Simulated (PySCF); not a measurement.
Species: H₆P₂Si₂.
Structure used (PBE0-D3(BJ)/def2-SVP), in Å, numbered top down from 1:
```xyz
10
H6P2Si2 angstrom
Si    -1.3650    0.1169   -0.4214
P      0.5481    0.0759   -1.6776
Si     1.3029    0.4831    0.4434
P     -0.4913   -0.2392    1.6632
H     -1.9374    1.4952   -0.4706
H     -2.4081   -0.8696   -0.8353
H      0.6616   -1.3354   -1.4473
H      2.6068   -0.1611    0.7861
H      1.4202    1.9616    0.6202
H     -0.1953   -1.5948    1.2988
```

The calculation used PySCF, TDDFT PBE0/def2-SVPD, vertical, gas phase, core orbitals frozen in the response.

Computed states:

```csv
state,E (eV),f
S1,4.92,0.0000
S2,5.06,0.0000
S3,5.15,0.0016
S4,6.01,0.0005
S5,6.06,0.0000
S6,6.22,0.0000
S7,6.31,0.0085
S8,6.47,0.011
S9,6.54,0.110
S10,6.61,0.0042
```

Each state is given a Gaussian of 0.3 eV full width at half maximum, with ε(max) = 2.175×10⁸ f / Δν̃ (Δν̃ the width in cm⁻¹). The width is an assumption, not a result. The curve ends short of the highest state used, and states not computed would add to its high-energy end.

(1) What does the envelope look like, and where are its maxima?

(2) On this curve, what absorbance would a 10⁻⁴ mol/L sample give at 254 nm over a 1 cm path?

(3) Coming from long wavelengths, where does ε first pass 100 L mol⁻¹ cm⁻¹?

Answers

(1) 
| E (eV) | ε (L mol⁻¹ cm⁻¹) |
| --- | --- |
| 4.47 | 0 |
| 4.51 | 0 |
| 4.56 | 0 |
| 4.60 | 0 |
| 4.65 | 0 |
| 4.69 | 0 |
| 4.73 | 1 |
| 4.78 | 2 |
| 4.82 | 5 |
| 4.86 | 11 |
| 4.91 | 25 |
| 4.95 | 43 |
| 5.00 | 74 |
| 5.04 | 101 |
| 5.08 | 125 |
| 5.13 | 142 |
| 5.17 | 141 |
| 5.22 | 121 |
| 5.26 | 96 |
| 5.30 | 69 |
| 5.35 | 40 |
| 5.39 | 23 |
| 5.43 | 12 |
| 5.48 | 5 |
| 5.52 | 2 |
| 5.57 | 1 |
| 5.61 | 1 |
| 5.65 | 1 |
| 5.70 | 2 |
| 5.74 | 5 |
| 5.79 | 10 |
| 5.83 | 16 |
| 5.87 | 25 |
| 5.92 | 40 |
| 5.96 | 56 |
| 6.01 | 91 |

Maxima: 241 nm (5.15 eV), ε about 140, made up of S3 (100%) (ε in L mol⁻¹ cm⁻¹; maxima over ε = 5, shares over 10%). At its high-energy end, 6.01 eV, the curve is still rising (ε about 91, from S4 and S7).

(2) 254 nm is 4.881 eV, where ε is about 16 L mol⁻¹ cm⁻¹, so A = ε c l ≈ 0.0016 (Beer–Lambert, with the gas-phase spectrum and the assumed width).

(3) At about 246 nm (5.04 eV), 0.12 eV above S1.

All these states lie below the vertical ionisation energy of 8.61 eV (ΔSCF).
